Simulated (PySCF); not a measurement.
This script is equivalent to a calculation on Te+ (tellurium, charge +1).

```python
from pyscf import gto, scf, dft, mp, cc
import basis_set_exchange as bse
txt = bse.get_basis("def2-SVP", elements=["Te"], fmt="nwchem", header=False)
cut = txt.index("\nECP")
mol = gto.M(atom="Te 0 0 0", charge=1, spin=3, symmetry="D2h",
            basis=gto.basis.parse(txt[:cut]),
            ecp={"Te": gto.basis.parse_ecp(txt[cut:])})
mf = scf.UHF(mol)
mf.irrep_nelec = {'Ag': (4, 4), 'B1g': (1, 1), 'B2g': (1, 1), 'B3g': (1, 1), 'B1u': (2, 1), 'B2u': (2, 1), 'B3u': (2, 1)}
mf.kernel()
```

Q: What total energy does it give?

A: -266.71416 hartree (calculated).

Q: Which occupied shell lies highest, and where?

A: 5p α, at -18.833 eV.

Q: What is ⟨S²⟩, and what would a pure spin state give?

A: 3.751, against 3.75.

Energies and moments cover only the electrons outside the core potential.
